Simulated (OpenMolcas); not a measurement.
OpenMolcas run: Cu

Input:

```
&GATEWAY
Coord
1

Cu 0.0 0.0 0.0
Basis=ANO-RCC-VTZP
Group=XYZ
NoMove
AngMom=0.0 0.0 0.0
AMFI
&SEWARD
&RASSCF
FileOrb=start.orb
Symmetry=1
Spin=2
nActEl=11 0 0
Inactive=3 6
Ras2=6 0
CIRoot=6 6 1
SDav=6
CIMx=300
Iter=120 100
PrWF=0.3
OrbListing=Nothing
MaxOrb=0
Atom
>>> COPY $Project.JobIph JOBPRE
&RASSCF
FileOrb=start.orb
Symmetry=1
Spin=2
nActEl=11 0 0
Inactive=3 6
Ras2=11 0
CIRoot=6 6 1
SDav=500
CIMx=300
Iter=120 100
PrWF=0.3
OrbListing=Nothing
MaxOrb=0
Atom
>>> COPY $Project.JobIph JOB001
&RASSI
NrOfJobIphs=1 6
1 2 3 4 5 6
IphNames
JOB001
EJob
SpinOrbit
DIPRint=1.0
SOCoupling=1000.0
Subsets=2
MEES
Property=10
'ANGMOM' 1 'ANGMOM' 2 'ANGMOM' 3 'MLTPL  1' 1 'MLTPL  1' 2 'MLTPL  1' 3
'AMFI' 1 'AMFI' 2 'AMFI' 3 'MLTPL  2' 6
SOProperty=3
'ANGMOM' 1 'ANGMOM' 2 'ANGMOM' 3
```

Launched by
```bash
OMP_NUM_THREADS=1 MOLCAS_MEM=1689 MOLCAS_PROJECT=a pymolcas a.inp > a.log  # once for each step of the input, in one work folder
```

A driver script runs the steps one by one and writes start.orb anew before each from the orbitals found so far.

Output, cut to the results:

```
--- SEWARD ---
Basis set label: CU.ANO-RCC...6S5P3D2F1G.

      Electronic valence basis set:
      ------------------
      Associated Effective Charge  29.000000 au
      Associated Actual Charge     29.000000 au
      Nuclear Model: Point charge

      Shell  nPrim  nBasis  Cartesian Spherical Contaminant
         s      21       6        X
         p      15       5        X
         d      10       3                 X
         f       6       2                 X
         g       4       1                 X
                  Relativistic Douglas-Kroll-Hess integrals:
                    - DKH order of Hamiltonian: 2
                    - DKH order of Properties : 0
                  Atomic mean-field integrals
--- RASSCF ---
Wave function specifications:
      -----------------------------

      Number of closed shell electrons          18
      Number of electrons in active shells      11
      Max number of holes in RAS1 space          0
      Max nr of electrons in RAS3 space          0
      Number of inactive orbitals                9
      Number of active orbitals                 11
      Number of secondary orbitals              39
      Spin quantum number                      0.5
      State symmetry                             1
Orbital specifications:
      -----------------------

      Symmetry species                           1   2
                                                ag  au
      Frozen orbitals                            0   0
      Inactive orbitals                          3   6
      Active orbitals                           11   0
      RAS1 orbitals                              0   0
      RAS2 orbitals                             11   0
      RAS3 orbitals                              0   0
      Secondary orbitals                        16  23
      Deleted orbitals                           0   0
      Number of basis functions                 30  29
      Number of CSFs                        104544
      Number of root(s) required                 6
      Iter CI   SX   CI       RASSCF       Energy    max ROT     max BLB   max BLB  Level Ln srch  Step   QN
          iter iter root      energy       change     param      element    value   shift minimum  type update
 Nr of preliminary CI iterations:   5
      Total energies have been shifted. Add                -1000.00 au
        1   1    8    0  -653.27977497    0.00E+00  -1.01E-01*   7  20 1 -6.28E-02*  0.07   0.00    SX    NO
        2   4    8    0  -653.28923819   -9.46E-03* -4.50E-02    6  10 2  2.18E-02*  0.07   0.00    SX    NO
        3   3    8    0  -653.29045003   -1.21E-03*  1.95E-02    6  10 2 -1.62E-02*  0.07   0.00    SX    NO
        4   4    7    0  -653.29075748   -3.07E-04* -7.82E-03    6  10 2  1.73E-03*  0.07   0.00    SX    NO
        5   4    7    0  -653.29078939   -3.19E-05* -7.79E-03    6  10 2 -2.52E-03*  0.07   2.03    LS   YES
        6   5    7    0  -653.29079324   -3.85E-06* -1.76E-03    6  10 2 -3.91E-03*  0.07   0.65    QN   YES
        7   5    7    0  -653.29079919   -5.95E-06*  1.34E-04    6  10 2  5.99E-04*  0.07   0.91    QN   YES
        8   3    6    0  -653.29079931   -1.20E-07* -1.15E-04    6  10 2 -3.19E-04*  0.07   0.82    QN   YES
        9   3    5    0  -653.29079934   -3.50E-08* -1.72E-04    6  10 2 -4.75E-05   0.07   2.50    LS   YES
       10   4    6    0  -653.29079930    4.32E-08* -1.04E-04    3  16 1 -1.80E-04*  0.07   0.13    LS   YES
       11   3    5    0  -653.29079934   -3.98E-08* -3.62E-05    3  16 1 -1.21E-04*  0.07   1.50    QN   YES
       12   2    5    0  -653.29079934   -3.15E-09  -2.73E-05    6  10 2 -5.66E-05   0.07   0.58    QN   YES
      Convergence after 12 iterations
       13   2    5    0  -653.29079934   -2.20E-09  -2.73E-05    6  10 2 -1.75E-05   0.07   0.58    QN   YES
      Natural orbitals and occupation numbers for root  1
      sym 1:   1.987223   1.987223   1.987223   1.987223   1.987223   1.000229   0.012731   0.012731   0.012731   0.012731
               0.012731
      Natural orbitals and occupation numbers for root  2
      sym 1:   1.988256   1.988527   1.988865   1.988215   0.995384   1.999473   0.011610   0.011168   0.011420   0.011607
               0.005476
      Natural orbitals and occupation numbers for root  3
      sym 1:   1.988214   1.988883   0.995384   1.988272   1.988493   1.999473   0.011154   0.005485   0.011599   0.011598
               0.011445
::    RASSCF root number  1 Total energy:  -1653.31735669
...
--- RASSI ---
SPIN-FREE ENERGIES:
  (Shifted by EMIN (a.u.) =      -1653.3173566916)

 SF State       Relative EMIN(au)   Rel lowest level(eV)    D:o, cm**(-1)      L_eff

     1             0.0000000000        0.0000000000              0.0000         0.0
     2             0.0318688170        0.8671946876           6994.3969         2.0
     3             0.0318688170        0.8671946876           6994.3969         2.0
     4             0.0318688170        0.8671946876           6994.3969         2.0
     5             0.0318688170        0.8671946876           6994.3969         2.0
     6             0.0318688170        0.8671946876           6994.3969         2.0
     Dipole printing threshold changed to   1.00000000E+00
Eigenvalues of complex Hamiltonian:
   -----------------------------------
  (Shifted by EMIN (a.u.) =      -1653.3173566916)

 SO State       Relative EMIN(au)   Rel lowest level(eV)    D:o, cm**(-1)     J-value

     1            -0.0000000000        0.0000000000              0.0000         0.4
     2            -0.0000000000        0.0000000000              0.0000         0.4
     3             0.0281100670        0.7649138917           6169.4466         2.3
     4             0.0281100671        0.7649138928           6169.4466         2.1
     5             0.0281100671        0.7649138928           6169.4466         2.0
     6             0.0281100670        0.7649138917           6169.4466         2.3
     7             0.0281100671        0.7649138933           6169.4466         1.5
     8             0.0281100671        0.7649138933           6169.4466         1.5
     9             0.0375069418        1.0206158807           8231.8222         1.4
    10             0.0375069418        1.0206158807           8231.8222         1.4
    11             0.0375069418        1.0206158794           8231.8222         0.9
    12             0.0375069418        1.0206158794           8231.8222         0.9
...
```

The J values that RASSI prints are effective ones from its own formula and need not be integers or half-integers; the table below assigns J from the states.

Levels above the lowest, from the spin-orbit matrix, grouped by J:

```csv
Configuration,Term,J,E (cm⁻¹),Measured (cm⁻¹),g,Term weight %
3d¹⁰ 4s,²S,1/2,0.0,0.0,2.002,100
3d⁹ 4s²,²D,5/2,6169,11203,1.200,100
3d⁹ 4s²,²D,3/2,8232,13245,0.800,100
```

Against the 2 measured excited levels shown (NIST Handbook of Basic Atomic Spectroscopic Data) the mean absolute deviation is 5000 cm-1; the largest miss in energy is 3d⁹ 4s² ²D_5/2: computed 6169, measured 11203 cm⁻¹ (-44.9 %).

Without dynamic correlation excited terms often stand tens of per cent too high (terms of higher spin than the ground term too low), and those without a measured partner can miss by more than the paired ones. Active for correlation alone: 4d; no level in the range computed is led by a configuration that fills it, so any true level of that kind is missing. Computed and measured levels are paired by configuration, term and J; levels that our copy of the source lacks, or whose pairing is in doubt (as where it misses far off the trend of its configuration), stay unpaired and out of the deviations. Levels of configurations outside the active space are missing. The first state left out of the spin-orbit step lies near 320000 cm-1 above the lowest spin-free state of the reference (among the parities and spins computed), and the list stops at four fifths of that energy or lower.

The term weight is that of the spin-free term in the level, not the purity of its configuration.
